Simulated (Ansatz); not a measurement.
Species: tribromo(fluoro)germane, sum formula GeBr₃F (charge 0, singlet). 
Structure (B3LYP-D3(BJ)/def2-TZVP (Ansatz, an electronic-structure program) minimum search):
```
Ge
F 1 1.7292
Br 1 2.2874 2 107.08
Br 1 2.2874 2 107.08 3 -120.00
Br 1 2.2874 2 107.08 3 120.00
```

Dipole moments at this geometry, in debye (magnitudes).

```tsv
level	program	dipole (D)
SVWN5/def2-TZVPD	Ansatz	1.17
PBE/def2-TZVPD	Ansatz	1.13
BLYP/def2-TZVPD	Ansatz	1.15
revPBE/def2-TZVPD	Ansatz	1.10
PBE0/def2-TZVPD	Ansatz	1.19
r2SCAN0/def2-TZVPD	Ansatz	1.20
HSE06/def2-TZVPD	Ansatz	…
wB97M-V/def2-TZVPD	Ansatz	1.19
CCSD(T)/aug-cc-pVDZ	Ansatz	…
```

Task: What belongs in the gaps?

Result: 
- HSE06/def2-TZVPD, dipole (D): 1.19
- CCSD(T)/aug-cc-pVDZ, dipole (D): 1.22
